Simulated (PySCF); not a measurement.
**Correlation energy of Cl+ (chlorine, charge +1)**

[Ne] 3s2 3p4, high-spin 3P determinant. Computed with PySCF 2.14 in x2c-TZVPPall, with the spin-free X2C one-electron Hamiltonian (Gaussian nucleus). Frozen: 1s2; 14 electrons correlated.

```tsv
level	correlation energy (mhartree)
CCSD	-309.38
(T)	-5.69
CCSD(T)	-315.07
```

Diagnostics: T1 = 0.0062, D1 = 0.0296, largest double amplitude 0.057.

Question: Is a single reference adequate?

Answer: Yes: T1 lies below 0.03 and no double amplitude reaches 0.07.

This basis was not built for core-valence correlation, so the inner-shell part is incomplete.
